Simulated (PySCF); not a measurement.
Ta(NMe)F3, CH3F3NTa (singlet state).
Structure used (PBE0-D3(BJ)/def2-SVP), in Å, numbered top down from 1:
```
atom  x, y, z in Å
Ta1    0.4691   -0.0647   -1.4902
N2    -0.0493   -0.0126    0.1837
C3    -0.4576    0.0479    1.5407
H4    -0.2292    1.0336    1.9811
H5    -1.5438   -0.1197    1.6380
H6     0.0568   -0.7179    2.1459
F7     2.3498   -0.2202   -1.4719
F8    -0.1031    1.5513   -2.2775
F9    -0.3600   -1.5670   -2.2756
```

Theory: PBE0-D3(BJ)/def2-SVP geometry optimisation, gas phase, def2 core potentials past Kr (PySCF).

Masses are those of the commonest isotopes; rigid-rotor values at the optimised geometry. 

What are A, B and C (MHz)?

Ia = 189.35, Ib = 306.85, Ic = 307.04 u·Å²; 505379 MHz·u·Å²/I gives A = 2669, B = 1647, C = 1646 MHz.

Classify the top.

A prolate symmetric top, as the point group C3 requires two equal moments; the computed ones differ by 0.06 % because the geometry is symmetric only within the optimiser's tolerance. Ray's parameter κ = (2B − A − C)/(A − C) = -0.998; −1 is the prolate and +1 the oblate limit.

Where do the R-branch lines fall?

The dipole of 1.35 D lies along the symmetry axis, so ΔK = 0 and J+1 ← J falls at 2B(J+1) for every K: 3.29 GHz, 6.59 GHz, 9.88 GHz, 13.17 GHz, 16.46 GHz for J = 0 to 4.

Estimate the classical rotational partition function at 25 K, 200 K and 500 K.

Point group C3, symmetry number σ = 3; q = (√π/σ)·√((kT/h)³/(ABC)), k/h = 20836.6 MHz/K: 2610 at 25 K, 59100 at 200 K, 234000 at 500 K.

Stationary, but not proved a minimum. Constants of a rigid frame at the computed geometry: no zero-point averaging, no centrifugal distortion.
